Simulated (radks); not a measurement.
Task: All-electron atom: Kr in [Kr]. All-electron calculation, non-relativistic Kohn-Sham, LB94 model potential, spin-polarised, spherical densities, point nucleus. Program: a radial shooting solver on a logarithmic mesh with Libxc functionals. Some entries of the table are withheld. Estimate them.

orbital  occ.  eigenvalue (Ry)  <r^2> (bohr^2)
1s          2        -1028.644        0.002404
2s          2        -134.8020             (1)
2p          6        -122.2547             (2)
3s          2        -19.48710             (3)
3p          6              (4)          0.3479
3d         10              (5)          0.3710
4s          2         -2.02321           2.877
4p          6         -1.05713           4.387

Result: 
(1) 2s <r^2> (bohr^2): 0.04124
(2) 2p <r^2> (bohr^2): 0.03174
(3) 3s <r^2> (bohr^2): 0.3380
(4) 3p eigenvalue (Ry): -15.00558
(5) 3d eigenvalue (Ry): -6.95067
